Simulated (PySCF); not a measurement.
hydrogen atom (H), doublet. Base run: DF-R2SCAN/def2-TZVP (PySCF).

Here is a job for PySCF.
```python
from pyscf import gto, scf, dft

mol = gto.Mole()
mol.atom = '''
    H     0.00000000    0.00000000    0.00000000
'''
mol.basis = 'def2-tzvp'
mol.spin = 1
mol.verbose = 4
mol.build()

mf = dft.UKS(mol)
mf.xc = 'r2scan'
mf = mf.density_fit(auxbasis='def2-universal-jkfit')
mf.kernel()
mf.analyze()
```

Each row names what was changed in the base input (with any setting that the change needs).

```tsv
change	basis functions	E (Eh)	HOMO (eV)
base	6	-0.49996	-8.01
basis = pcseg-0	2	-0.49678	-7.98
basis = def2-SV(P)	2	-0.49928	-7.96
basis = LANL2DZ	2	-0.49728	-7.74
basis = 6-31+G*	2	-0.49829	-7.88
basis = 6-311G**	6	-0.49996	-8.01
basis = aug-cc-pVDZ	9	-0.49952	-8.01
basis = pc-2	14	-0.50013	-8.03
basis = pcseg-2	14	-0.50013	-8.03
basis = aug-cc-pVTZ	23	-0.50003	-8.02
basis = def2-QZVP	30	-0.50018	-8.02
basis = cc-pVQZ	30	-0.50013	-8.02
basis = def2-QZVPP	30	-0.50018	-8.02
```

Totals compare only among sets that treat the same electrons; sets with core potentials leave the core out.

Open shells are given as the SCF converged; they aren't shown to be the lowest states, and a large step between rows can be another state.
